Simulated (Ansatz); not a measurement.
`F[Si]1([GeH3])CO1` and `F[SiH]1CO1` differ in one atom or group.

Ansatz, PBE0-D4/def2-TZVP geometries, multiplicity 1. 

Scalar relativity is left out up to krypton.

```tsv
property	`F[Si]1([GeH3])CO1`
HOMO energy (PBE0/def2-TZVPP) / eV	-7.71
HOMO–LUMO gap (ωB97M-V/def2-TZVPP) / eV	11.12
size of the dipole moment (B3LYP/def2-TZVPP) / D	2.12
LUMO energy (PBE0/def2-TZVPP) / eV	-0.59
size of the dipole moment (PBE/def2-TZVPP) / D	1.91
HOMO–LUMO gap (PBE0/def2-TZVPP) / eV	7.12
```

What does the change do to each property? (Estimate.)

Computed: 
```json
{"property": "HOMO energy (PBE0/def2-TZVPP) / eV", "`F[SiH]1CO1`": "-8.01", "shift": "-0.30"}
{"property": "HOMO–LUMO gap (ωB97M-V/def2-TZVPP) / eV", "`F[SiH]1CO1`": "12.02", "shift": "0.90"}
{"property": "size of the dipole moment (B3LYP/def2-TZVPP) / D", "`F[SiH]1CO1`": "1.87", "shift": "-0.25"}
{"property": "LUMO energy (PBE0/def2-TZVPP) / eV", "`F[SiH]1CO1`": "0.03", "shift": "0.62"}
{"property": "size of the dipole moment (PBE/def2-TZVPP) / D", "`F[SiH]1CO1`": "1.67", "shift": "-0.24"}
{"property": "HOMO–LUMO gap (PBE0/def2-TZVPP) / eV", "`F[SiH]1CO1`": "8.04", "shift": "0.92"}
```

With PBE0 the HOMO falls by 0.30 eV and the LUMO rises by 0.62 eV, so the gap widens by about 0.92 eV. PBE moves the HOMO by -0.23 eV and ωB97M-V by -0.38 eV. Dipoles are sizes alone; their direction can turn.

B3LYP here is the variant with VWN-RPA as its local correlation; programs differ in this.
